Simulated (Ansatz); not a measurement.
C₂H₇GeNSi (`N=C=C[SiH2][GeH3]`), relaxed with RKS PBE0-D4/def2-TZVP in the Gaussian-basis code of Ansatz from a PBE-D4/def2-SVP geometry. The force threshold is 0.005 eV/Å; the program also tests the step.

Charge 0, multiplicity 1.

Start:

```xyz
12

N    -2.304    0.708   -2.285
C    -1.611    0.858   -1.278
C    -0.994    0.968   -0.108
Si   -0.385   -0.529    0.835
Ge    2.012   -0.598    0.832
H    -1.824    0.670   -3.196
H    -0.805    1.984    0.283
H    -0.922   -1.769    0.173
H    -0.870   -0.486    2.262
H     2.561   -1.776    1.684
H     2.590    0.723    1.413
H     2.553   -0.754   -0.616
```

```csv
step,energy (eV),largest force (eV/Å),largest move (Å)
1,-68059.6613,0.705,0.000
2,-68059.7119,0.199,0.044
3,-68059.7137,0.086,0.020
4,-68059.7143,0.094,0.031
5 (rejected),-68059.7128,0.168,0.036
6,-68059.7155,0.031,0.017
7,-68059.7156,0.040,0.012
8,-68059.7157,0.010,0.005
9,-68059.7158,0.009,0.010
10,-68059.7159,0.026,0.021
11,-68059.7160,0.055,0.037
12,-68059.7161,0.042,0.008
13,-68059.7161,0.022,0.017
14 (rejected),-68059.7161,0.018,0.010
15,-68059.7162,0.005,0.005
16,-68059.7162,0.007,0.005
17,-68059.7162,0.005,0.001
18,-68059.7162,0.004,0.002
```

End:

```xyz
12

N    -2.347    0.703   -2.216
C    -1.623    0.852   -1.252
C    -0.950    0.975   -0.138
Si   -0.367   -0.518    0.788
Ge    2.012   -0.592    0.855
H    -1.912    0.628   -3.131
H    -0.721    1.978    0.208
H    -0.890   -1.727    0.099
H    -0.882   -0.498    2.185
H     2.519   -1.777    1.697
H     2.572    0.703    1.471
H     2.589   -0.727   -0.566
```

Hardware: 4 threads of an Arm Neoverse V2 on a shared host. Wall time 83 s, peak host memory 0.68 GiB.
